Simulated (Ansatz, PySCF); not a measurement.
The pair A = C2H4 (SMILES C=C) (first 6 atoms), B = CH3NO (SMILES NC=O); geometry from B3LYP-D3(BJ)/def2-TZVP.
(charge 0, multiplicity 1):
```xyz
12

C      0.452     0.477     0.739
C     -0.423    -0.514     0.633
H      1.210     0.468     1.513
H      0.449     1.318     0.056
H     -1.181    -0.528    -0.142
H     -0.397    -1.353     1.319
N     -0.959     0.496     3.919
C     -0.070    -0.349     4.491
O      0.750    -1.008     3.889
H     -0.963     0.606     2.915
H     -1.614     1.012     4.480
H     -0.165    -0.385     5.592
```

Frozen-core correlation. Rows in 6-31G* carry no dispersion term and start afresh at each structure (6-31G* with six Cartesian d functions). MP2/6-31G* freezes PySCF's default core.

The values were computed with Ansatz (an electronic-structure program) with Gaussian orbitals; PySCF for 6-31G* rows. Each number belongs to the level named beside it.

Total energies (hartree), monomers frozen at their geometry in the pair:

```csv
structure,PBE/def2-TZVPPD,MP2/6-31G*,MP2/aug-cc-pVDZ
AB,-248.2867385,-247.6865220,-247.8087908
A in the pair's basis,-78.5018670,-78.2864529,-78.3293044
B in the pair's basis,-169.7810876,-169.3969988,-169.4745321
A,-78.5017742,-78.2848387,-78.3280550
B,-169.7810208,-169.3940717,-169.4736179
```

### Question
Work out the interaction energy without and with the counterpoise correction, and the superposition error, for each level.

### Answer

E(AB) − E(A) − E(B), times 627.509 kcal/mol, with the monomers in their own basis and then in the pair's basis:
- PBE/def2-TZVPPD: -2.47 uncorrected, -2.37 corrected; the monomers gain 0.10 kcal/mol from borrowed functions
- MP2/6-31G*: -4.78 uncorrected, -1.93 corrected; the monomers gain 2.85 kcal/mol from borrowed functions
- MP2/aug-cc-pVDZ: -4.47 uncorrected, -3.11 corrected; the monomers gain 1.36 kcal/mol from borrowed functions
